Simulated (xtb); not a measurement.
C₄H₁₀S, charge +1, doublet, from a rough starting geometry (a state made from the parent by changing its charge; the spin is typed, not shown lowest); GFN2-xTB run with xtb 6.7.1.

The xtb input:
```
$ xtb mol.xyz --gfn 2 --chrg 1 --uhf 1 --opt vtight --json

# file mol.xyz
15

C      2.51805917    -0.11619087     0.18816753
C      1.14333797     0.15302531    -0.19554537
S      0.04961219    -0.30697542     1.26433696
C     -1.56057939     0.35618491     0.60328444
C     -2.17231087    -0.44850840    -0.44704405
H      2.84876273     0.43541720     0.95787634
H      3.20521541     0.19718506    -0.74079775
H      2.76155061    -1.20269194     0.31572865
H      0.95179404     1.26974075    -0.39357698
H      0.80451143    -0.42841813    -1.05725966
H     -1.40710568     1.46569309     0.37051198
H     -2.24113541     0.38016425     1.55864952
H     -2.21416509    -1.43169557    -0.14546462
H     -1.57753256    -0.34460532    -1.40003409
H     -3.14047644     0.01330776    -0.73767657
```

The log (banner, timings and long lists left out):

```
   ID    Z sym.   atoms
    1    6 C      1, 2, 4, 5
    2   16 S      3
    3    1 H      6-15

           -------------------------------------------------
          |                Calculation Setup                |
           -------------------------------------------------

           -------------------------------------------------
          |                 G F N 2 - x T B                 |
           -------------------------------------------------

          ...................................................
          :                      SETUP                      :
          :.................................................:
          :  # basis functions                  36          :
          :  # atomic orbitals                  35          :
          :  # shells                           21          :
          :  # electrons                        31          :
          :  max. iterations                   250          :
          :  Hamiltonian                  GFN2-xTB          :
          :  restarted?                      false          :
          :  GBSA solvation                  false          :
          :  PC potential                    false          :
          :  electronic temp.          300.0000000     K    :
          :  accuracy                    1.0000000          :
          :  -> integral cutoff          0.2500000E+02      :
          :  -> integral neglect         0.1000000E-07      :
          :  -> SCF convergence          0.1000000E-05 Eh   :
          :  -> wf. convergence          0.1000000E-03 e    :
          :  Broyden damping             0.4000000          :
          :  net charge                          1          :
          :  unpaired electrons                  1          :
          ...................................................

 iter      E             dE          RMSdq      gap      omega  full diag
   1    -16.5774005 -0.165774E+02  0.329E+00    4.77       0.0  T
   2    -16.6002690 -0.228686E-01  0.178E+00    4.85       1.0  T
   3    -16.6016825 -0.141347E-02  0.761E-01    4.95       1.0  T
   4    -16.6026734 -0.990918E-03  0.418E-01    4.89       1.0  T
   5    -16.6029730 -0.299624E-03  0.102E-01    4.91       1.0  T
   6    -16.6030067 -0.336992E-04  0.542E-02    4.91       1.0  T
   7    -16.6030123 -0.552910E-05  0.188E-02    4.91       1.4  T
   8    -16.6030135 -0.127963E-05  0.526E-03    4.91       4.9  T
   9    -16.6030136 -0.272347E-07  0.113E-03    4.91      22.8  T
  10    -16.6030136 -0.684736E-09  0.334E-04    4.91      77.4  T
  11    -16.6030136 -0.817337E-10  0.151E-04    4.91     171.3  T

   *** convergence criteria satisfied after 11 iterations ***

         :::::::::::::::::::::::::::::::::::::::::::::::::::::
         ::                     SUMMARY                     ::
         :::::::::::::::::::::::::::::::::::::::::::::::::::::
         :: total energy             -16.394978145140 Eh    ::
         :: gradient norm              0.195822782143 Eh/a0 ::
         :: HOMO-LUMO gap              4.909242316694 eV    ::
         ::.................................................::
         :: SCC energy               -16.603005013071 Eh    ::
         :: -> isotropic ES            0.090884384702 Eh    ::
         :: -> anisotropic ES         -0.008061382258 Eh    ::
         :: -> anisotropic XC          0.012818019260 Eh    ::
         :: -> dispersion             -0.007308941650 Eh    ::
         :: repulsion energy           0.208026867931 Eh    ::
         :: add. restraining           0.000000000000 Eh    ::
         :: total charge               1.000000000000 e     ::
         :::::::::::::::::::::::::::::::::::::::::::::::::::::

      -----------------------------------------------------------
     |                   =====================                   |
     |                        A N C O P T                        |
     |                   =====================                   |
[...]
 * total energy  :   -16.4271076 Eh     change       -0.4584420E-06 Eh
 * total energy  :   -16.4271080 Eh     change       -0.4011010E-06 Eh
 * total energy  :   -16.4271084 Eh     change       -0.3526562E-06 Eh
 * total energy  :   -16.4271087 Eh     change       -0.3124124E-06 Eh
 * total energy  :   -16.4271089 Eh     change       -0.2766871E-06 Eh
 * total energy  :   -16.4271092 Eh     change       -0.2393348E-06 Eh
 * total energy  :   -16.4271094 Eh     change       -0.2015768E-06 Eh
 * total energy  :   -16.4271095 Eh     change       -0.1659626E-06 Eh
 * total energy  :   -16.4271097 Eh     change       -0.1368473E-06 Eh
 * total energy  :   -16.4271098 Eh     change       -0.1154040E-06 Eh
 * total energy  :   -16.4271099 Eh     change       -0.1011764E-06 Eh
 * total energy  :   -16.4271100 Eh     change       -0.9242326E-07 Eh
   *** GEOMETRY OPTIMIZATION CONVERGED AFTER 60 ITERATIONS ***
         :: total energy             -16.427109992711 Eh    ::
[...]
        24                         -0.0303070              -0.8247
        25                         -0.0244148              -0.6644
        26                         -0.0082027              -0.2232
        27                          0.0016642               0.0453
       ...                                ...                  ...
        35                          0.2341505               6.3716
      -------------------------------------------------------------
                  HL-Gap            0.1917068 Eh            5.2166 eV
             Fermi-level           -0.5454161 Eh          -14.8415 eV

     #   Z          covCN         q      C6AA      α(0)
     1   6 C        3.785    -0.135    23.102     6.846
     2   6 C        3.794    -0.062    21.688     6.632
     3  16 S        2.022     0.348   127.657    19.016
     4   6 C        3.794    -0.064    21.731     6.638
     5   6 C        3.795    -0.124    22.876     6.811
     6   1 H        0.925     0.093     1.847     2.126
     7   1 H        0.925     0.100     1.782     2.088
     8   1 H        0.925     0.092     1.861     2.133
     9   1 H        0.924     0.129     1.546     1.944
    10   1 H        0.924     0.128     1.547     1.945
    11   1 H        0.925     0.101     1.771     2.081
    12   1 H        0.925     0.120     1.614     1.987
    13   1 H        0.925     0.086     1.913     2.163
    14   1 H        0.925     0.077     2.009     2.217
    15   1 H        0.925     0.108     1.715     2.048

 Mol. C6AA /au·bohr⁶  :       1879.865354
 Mol. C8AA /au·bohr⁸  :      51185.428389
 Mol. α(0) /au        :         66.674717

Wiberg/Mayer (AO) data.
largest (>0.10) Wiberg bond orders for each atom

 ---------------------------------------------------------------------------
     #   Z sym  total        # sym  WBO       # sym  WBO       # sym  WBO
 ---------------------------------------------------------------------------
     1   6 C    3.974 --     2 C    1.033     7 H    0.966     8 H    0.965
                             6 H    0.963
     2   6 C    3.957 --     3 S    1.067     1 C    1.033    10 H    0.912
                             9 H    0.910
     3  16 S    2.412 --     2 C    1.067     4 C    1.034
     4   6 C    3.950 --     3 S    1.034     5 C    0.977    11 H    0.963
                            12 H    0.941
     5   6 C    3.967 --    14 H    0.978    13 H    0.978     4 C    0.977
                            15 H    0.953
     6   1 H    0.990 --     1 C    0.963
     7   1 H    0.990 --     1 C    0.966
     8   1 H    0.991 --     1 C    0.965
     9   1 H    0.982 --     2 C    0.910
    10   1 H    0.982 --     2 C    0.912
    11   1 H    0.990 --     4 C    0.963
    12   1 H    0.985 --     4 C    0.941
    13   1 H    0.993 --     5 C    0.978
    14   1 H    0.994 --     5 C    0.978
    15   1 H    0.987 --     5 C    0.953
 ---------------------------------------------------------------------------

Topologies differ in total number of bonds
Writing topology from bond orders to xtbtopo.mol

molecular dipole:
                 x           y           z       tot (Debye)
 q only:       -0.035       0.111       0.552
   full:       -0.103       0.302       0.465       1.433
molecular quadrupole (traceless):
                xx          xy          yy          xz          yz          zz
 q only:        9.476       0.180      -5.264      -0.416      -0.060      -4.212
  q+dip:        7.906       0.421      -4.268      -1.122       0.345      -3.638
   full:        8.543       0.369      -4.623      -0.944       0.575      -3.920

optimized geometry written to: xtbopt.xyz

           -------------------------------------------------
          | TOTAL ENERGY              -16.427109992711 Eh   |
          | GRADIENT NORM               0.000023852752 Eh/α |
          | HOMO-LUMO GAP               5.216608787202 eV   |
           -------------------------------------------------

normal termination of xtb
```
